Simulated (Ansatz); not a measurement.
System: SnH3 (charge +1, singlet). SMILES of the parent species: [SnH3]
Coordinates optimised at B3LYP-D3(BJ)/def2-TZVP (Ansatz, an electronic-structure program):
```xyz
4

Sn     0.0000     0.0000     0.0000
H     -1.6683    -0.2761     0.0309
H      1.0729    -1.3069    -0.0369
H      0.5954     1.5830     0.0061
```
Charge +1, spin multiplicity 1.

Parts of the frozen-core correlation energy in def2-SVP (Ansatz, hartree). Frozen orbitals: 9; correlated occupied orbitals by spin: 3 and 3; virtual: 29 and 29. Spin-orbit coupling is left out. Past Kr the def2 sets carry scalar-relativistic core potentials.

```csv
term,value
reference (HF),-214.77860
MP2 opposite-spin,[?]
MP2 same-spin,-0.00467
CCSD correlation,[?]
(T),[?]
CCSDT minus CCSD(T),-0.00047
CCSDT(Q) minus CCSD(T),-0.00051
T1 diagnostic,0.010
largest doubles amplitude,0.061
```

Question: Fill in the missing entries.

Answer: 
- MP2 opposite-spin, value: -0.06949
- CCSD correlation, value: -0.09720
- (T), value: -0.00141
